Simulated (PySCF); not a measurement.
FH3OSeSi, SMILES F[Se]O[SiH3]. The structure is a stationary point at PBE0-D3(BJ)/def2-SVP. One conformer was computed; it need not be the lowest.

### Question
Give the equilibrium geometry at PBE0-D3(BJ)/def2-SVP (PySCF confirms it by a frequency run) as a Z-matrix. (An estimate is asked for; the answer gives what the named calculation found.)

### Answer
This is not unique; one that fits is 
```
Si
O 1 1.6973
Se 2 1.7677 1 123.48
F 3 1.7645 2 98.88 1 69.64
H 1 1.4878 2 105.60 3 153.27
H 1 1.4885 5 110.26 2 -118.86
H 1 1.4919 5 111.39 6 -122.75
```
